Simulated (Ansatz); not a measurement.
Born–Oppenheimer molecular dynamics of FH₇OSi₂ (11 atoms, charge 0, multiplicity 1). It starts at the highest image of a converged band, a first-order saddle point between two minima.

Theory: Ansatz, RKS BHLYP-D4/cc-pVDZ.

```json
{
 "ensemble": "NVE (velocity Verlet)",
 "time step": "0.5 fs",
 "steps asked": "200",
 "starting velocities drawn for": "100 K",
 "seed": "9215"
}
```

First frame:

```xyz
11
Properties=species:S:1:pos:R:3
Si -0.366 -0.300 -0.664
F 1.115 1.088 -0.696
H 0.097 -0.697 -2.011
H -1.762 -0.866 -0.615
Si 0.725 -0.959 1.292
H -0.003 1.746 -0.681
O -1.029 1.457 -0.566
H 0.570 0.152 2.268
H 0.127 -2.189 1.881
H 2.167 -1.190 1.031
H -1.642 1.756 -1.239
```

**Question.** How far do the bonds stretch over the last three quarters of this one trajectory? (Pairs bonded in most of those frames.)

**Answer.** 
```
   bond  mean (Å)  spread (Å)  shortest  longest
 Si1–F2     1.706       0.086      1.59     1.94
 Si1–H3     1.488       0.011      1.47     1.51
 Si1–H4     1.496       0.035      1.44     1.56
Si1–Si5     2.326       0.012      2.31     2.35
 Si5–H8     1.490       0.005      1.48     1.50
 Si5–H9     1.490       0.005      1.48     1.50
Si5–H10     1.486       0.011      1.47     1.50
  H6–O7     0.963       0.015      0.94     1.01
 O7–H11     0.959       0.013      0.94     0.98
```

Mean temperature of the second half: 584 K. The conserved energy stayed within 0.055 meV per atom of its start (net change 0.0063 meV per atom), so the integration is sound. The kinetic energy rose, since the run started high on the potential surface and went downhill. It ends in pieces (FH5Si2 + H2O), so much of that is their flight and rotation, not heat. A run of 0.1 ps of so small a system gives no equilibrium averages. The orbitals stay closed-shell, which can raise the energy where a bond breaks towards radicals; this wasn't checked here.

Time of the run: 3.7 min on 2 threads of AMD EPYC 9R45 96-Core Processor (Zen 5), with other jobs on the host, peak memory 0.23 GiB.
